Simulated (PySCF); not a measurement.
Point-charge models of `C/N=C\C#C[SiH3]` against its computed dipole.

Coordinates (GFN2-xTB, Å) and charges (e) from the PBE0/pcSseg-1 density (PySCF):

```csv
atom,x,y,z,Mulliken,IAO,Hirshfeld,ESP-fitted
C1,-2.289,-0.845,-0.186,-0.1057,-0.3147,-0.0736,+0.1532
N2,-2.342,0.558,-0.449,-0.4105,-0.2380,-0.1338,-0.5765
C3,-1.292,1.256,-0.525,+0.0639,-0.0098,+0.0396,+0.4704
C4,0.054,0.828,-0.377,+0.0777,-0.0483,-0.0328,-0.1385
C5,1.193,0.440,-0.247,-0.4088,-0.3256,-0.1448,-0.2389
Si6,2.941,-0.123,-0.040,+0.5194,+0.6371,+0.3451,+0.4391
H7,-1.277,-1.238,-0.028,+0.1067,+0.1233,+0.0293,+0.0029
H8,-2.902,-1.042,0.694,+0.1287,+0.1642,+0.0536,+0.0554
H9,-2.754,-1.360,-1.029,+0.1288,+0.1644,+0.0542,+0.0549
H10,-1.424,2.316,-0.728,+0.1357,+0.1678,+0.0568,+0.0045
H11,3.127,-1.322,-0.862,-0.0793,-0.1074,-0.0650,-0.0741
H12,3.138,-0.427,1.379,-0.0781,-0.1065,-0.0645,-0.0737
H13,3.823,0.959,-0.480,-0.0784,-0.1066,-0.0642,-0.0787
```

Form Σ q r in debye for every column and set it beside the full dipole.

The full density gives (1.50, -0.92, 0.24) D, 1.77 D in size; dipole vectors point from the negative to the positive end.

```tsv
scheme	μx	μy	μz	size (D)	share of the full size (%)	angle to the full dipole (°)
Mulliken	1.51	-1.45	0.36	2.13	120	12
IAO	1.78	-1.03	0.29	2.07	117	1
Hirshfeld	0.95	-0.38	0.12	1.02	58	10
ESP-fitted	1.46	-0.99	0.27	1.78	101	3
```

Which set comes closest?

Length of the difference vector: ESP-fitted 0.08 D, IAO 0.30 D, Mulliken 0.55 D, Hirshfeld 0.79 D. Closest: ESP-fitted. ESP charges are fitted to the potential around the molecule, whose slowest-falling term is the dipole's. The schemes that divide the density aren't constrained to reproduce the dipole.

What is left for the Hirshfeld atoms' own dipoles?

The Hirshfeld atoms' densities add up to the full density, so μ = Σ q r + Σ (atomic dipoles). The atomic dipoles sum to (1.50, -0.92, 0.24) − (0.95, -0.38, 0.12) = (0.55, -0.54, 0.12) D, 0.79 D in size.

With the origin at the mean of the coordinates, (0.000, 0.000, -0.221) Å, which are the largest single terms, by size, of the IAO dipole along the direction of the full one?

Si6 +7.87, N2 +2.63, C1 +2.25, H10 -1.99, H11 -1.67 D; all 13 atoms together +2.07 D. The single terms depend on the origin, their sum doesn't.

Give the size of the full dipole in other units.

1.77 D = 0.698 au = 0.370 e·Å = 5.92 × 10⁻³⁰ C·m.

Isolated species at its GFN2-xTB geometry, gas phase.

The run behind these numbers computed NMR shieldings as well. The run took 27 s on one thread, Arm Neoverse N1 (aarch64), no GPU, shared host with 64 logical CPUs at a one-minute load of 62, and the process peaked at 0.69 GiB of memory.
